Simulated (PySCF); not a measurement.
# CdI: energy against distance

Set-up: PySCF, scalar-relativistic core potentials, basis sets Cd cc-pVTZ-PP with ECP28, I cc-pVTZ-PP with ECP28. Energies in eV from Cd + I in their ground configurations at the same level. State: ²Σ⁺ (doublet), unpaired electrons σ ↑.

| R (Å) | PBE0 |
| --- | --- |
| 2.326 | -0.580 |
| 2.434 | -1.006 |
| 2.543 | -1.226 |
| 2.624 | -1.298 |
| 2.705 | -1.313 |
| 2.786 | -1.288 |
| 2.894 | -1.212 |
| 3.030 | -1.080 |
| 3.192 | -0.901 |
| 3.408 | -0.675 |

Q: Put a parabola through the three lowest points of the PBE0 curve and estimate Re, k and ωe (reduced mass 60.03 u; 1 eV/Å² = 0.16022 mdyn/Å; ωe = 1302.8·√(k/μ) cm⁻¹).

A: Through R = 2.624, 2.705, 2.786 Å the second-order coefficient is 3.05 eV/Å², so Re ≈ 2.695 Å, k ≈ 0.977 mdyn/Å and ωe ≈ 166 cm⁻¹. A polynomial fit of higher order to the unrounded PBE0 energies gives Re = 2.691 Å, k = 1.03 mdyn/Å, ωe = 171 cm⁻¹; anharmonicity and rounding make the difference.

The higher-order fit for each curve: PBE0: Re = 2.691 Å, ωe = 171 cm⁻¹, De = 1.31 eV.

Spin–orbit coupling is left out, which matters for elements this heavy, above all for dissociation energies. The state is the lowest determinant that a PBE0 search found; another state may lie lower at other levels.
